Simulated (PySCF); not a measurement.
Isomers of CH10Si4, one GFN2-xTB conformer each. Single-point energies are computed at PBE0/pcSseg-1 (PySCF, gas phase, no added dispersion term), electronic only.

| SMILES | GFN2-xTB relative energy (kJ/mol) |
| --- | --- |
| C1[SiH2][SiH2][SiH2][SiH2]1 | 0.0 |
| C[SiH]1[SiH2][SiH2][SiH2]1 | 68.4 |

Conformers: `[CH2:1]1[SiH2:2][SiH2:3][SiH2:4][SiH2:5]1` with Si5–C1–Si2–Si3 -38°, C1–Si2–Si3–Si4 20°, Si2–Si3–Si4–Si5 0°, Si3–Si4–Si5–C1 -19°.

What does PBE0/pcSseg-1 give for the same structures?

```
                     SMILES  PBE0/pcSseg-1 E (Eh)  PBE0/pcSseg-1 (kJ/mol)  GFN2-xTB (kJ/mol)  point group
C1[SiH2][SiH2][SiH2][SiH2]1           -1201.50875                     0.0                0.0           Cs
 C[SiH]1[SiH2][SiH2][SiH2]1           -1201.49917                    25.1               68.4           Cs
```

Both levels put the same isomer lowest. As drawn, the higher has a four-membered ring, which the lower lacks.

Which frontier levels, dipoles and rotational constants go with these structures?

| SMILES | HOMO (eV, PBE0/pcSseg-1) | LUMO (eV) | dipole (D) | A, B, C (MHz) |
| --- | --- | --- | --- | --- |
| C1[SiH2][SiH2][SiH2][SiH2]1 | -7.87 | -1.00 | 0.48 | 2104, 1838, 1048 |
| C[SiH]1[SiH2][SiH2][SiH2]1 | -7.50 | -1.49 | 0.83 | 2297, 1549, 1060 |

As an exercise, what shares would exp(−E/RT) give at 1000 K from these electronic energies alone (no entropy, no degeneracies)?

RT = 8.314 kJ/mol: C1[SiH2][SiH2][SiH2][SiH2]1 95.4 %, C[SiH]1[SiH2][SiH2][SiH2]1 4.6 %.
